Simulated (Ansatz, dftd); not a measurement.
Reaction: CH4BS (SMILES CB[S], doublet) → CH4BS (SMILES [BH]SC, doublet)
Each species at its own B3LYP-D3(BJ)/def2-TZVP minimum (Ansatz, an electronic-structure program).

Quantity: isomerisation energy (electronic), in kcal/mol. UHF or UKS for unpaired electrons; spin-orbit terms are left out. Correlated methods leave the cores frozen. Rows without X2C or -DK are non-relativistic. CBS(X,Y): correlation extrapolated as X^-3, Hartree-Fock from the larger set. A bracket is a step between two methods taken in the basis named. Functionals run without relativity, which enters their misses. 'core' is core correlation in cc-pwCVTZ (1s frozen past Ne), 'X2C' scalar relativity in cc-pVTZ-DK, both at CCSD(T).

| level | program | isomerisation energy (kcal/mol) | difference against the last row |
|---|---|---|---|
| PBE-D3(BJ)/def2-TZVPD | Ansatz + dftd3 | 30.9 | -1.1 |
| B3LYP-D3(BJ)/def2-TZVPD | Ansatz + dftd3 | 33.2 | 1.2 |
| CAM-B3LYP-D3(BJ)/def2-TZVPD | Ansatz + dftd3 | 34.4 | 2.4 |
| MP2/CBS(cc-pV(T+d)Z,cc-pV(Q+d)Z) | Ansatz | 30.1 | -1.9 |
| CCSDT(Q)/cc-pV(D+d)Z | Ansatz | 34.2 | 2.2 |
| CCSD(T)/CBS(cc-pV(T+d)Z,cc-pV(Q+d)Z) + [CCSDT(Q) - CCSD(T)]/cc-pV(D+d)Z + core + X2C | Ansatz | 32.0 | 0.0 |
